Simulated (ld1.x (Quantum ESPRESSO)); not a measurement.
# sulfur (S), ultrasoft: configuration errors across variants

sulfur, ultrasoft, made with ld1.x (Quantum ESPRESSO) 7.5 (LDA (PZ), scalar-relativistic). Core [Ne], reference 3s2 3p4. Waves: 3s (bound): rcut 1.30, rcutus 1.55 bohr; 3s channel at -0.7 Ry: rcut 1.30, rcutus 1.55 bohr; 3p (bound): rcut 1.65, rcutus 1.85 bohr; 3p channel at 0.55 Ry: rcut 1.65, rcutus 1.85 bohr; 3d channel at 0.15 Ry: rcut 1.15, rcutus 1.35 bohr; 3d channel at 1.45 Ry: rcut 1.15, rcutus 1.35 bohr. Local part: all-electron potential smoothed inside 1.25 bohr (lloc = -2). Core correction: a·sin(br)/r model core inside 1.10 bohr. Augmentation charge: built from norm-conserving waves at rcut, not smoothed further.

All-electron excitation energies from the reference (eV): (1) 3s2 3p3 11.863; (2) 3s2 3p2 34.236; (3) 3s2 3p1 68.394; (4) 3s1 3p5 10.240; (5) 3s2 3p3.5 4.709; (6) 3s2 3p0 115.377; (7) 3s0 3p6 20.607; (8) 3s2 3p4 spin -0.706; (9) 3s2 3p3 spin 9.898.

Spin tests fill each open shell by Hund’s rule, majority spin first.

Errors AE − PS in meV (a dash: test not solved or not reliable):

| change | (1) | (2) | (3) | (4) | (5) | (6) | (7) | (8) | (9) | bound ghosts |
| --- | --- | --- | --- | --- | --- | --- | --- | --- | --- | --- |
| base | +1.1 | +14 | +63 | -0.1 | -0.1 | +188 | +0.1 | +23 | +70 | none |
| core correction none | +1.9 | +23 | +103 | +1.6 | 0.0 | +325 | +7.4 | +63 | +198 | none |
| core correction a·sin(br)/r model core inside 0.74 bohr | +0.9 | +12 | +53 | -0.7 | -0.1 | +153 | -2.0 | +9.1 | +27 | none |
| core correction a·sin(br)/r model core inside 0.88 bohr | +0.9 | +12 | +54 | -0.6 | -0.1 | +157 | -1.7 | +11 | +33 | none |
| core correction a·sin(br)/r model core inside 0.98 bohr | +0.9 | +13 | +57 | -0.5 | -0.1 | +167 | -1.2 | +15 | +45 | none |
| core correction a·sin(br)/r model core inside 1.20 bohr | +1.1 | +16 | +70 | +0.1 | -0.1 | +214 | +1.3 | +32 | +98 | none |
| core correction a·sin(br)/r model core inside 1.32 bohr | +1.3 | +18 | +80 | +0.6 | 0.0 | +250 | +3.3 | +43 | +134 | none |
| core correction a·sin(br)/r model core inside 1.46 bohr | +1.5 | +19 | +89 | +1.0 | 0.0 | +281 | +5.2 | +52 | +164 | none |
| core correction a·sin(br)/r model core inside 1.64 bohr | +1.7 | +21 | +96 | +1.4 | 0.0 | +305 | +6.6 | +59 | +184 | none |

Question: Give the same row for: core correction a·sin(br)/r model core inside 0.58 bohr.

Answer: +0.9, +12, +53, -0.7, -0.1, +152, -2.1, +8.8, +26; bound ghosts: none.
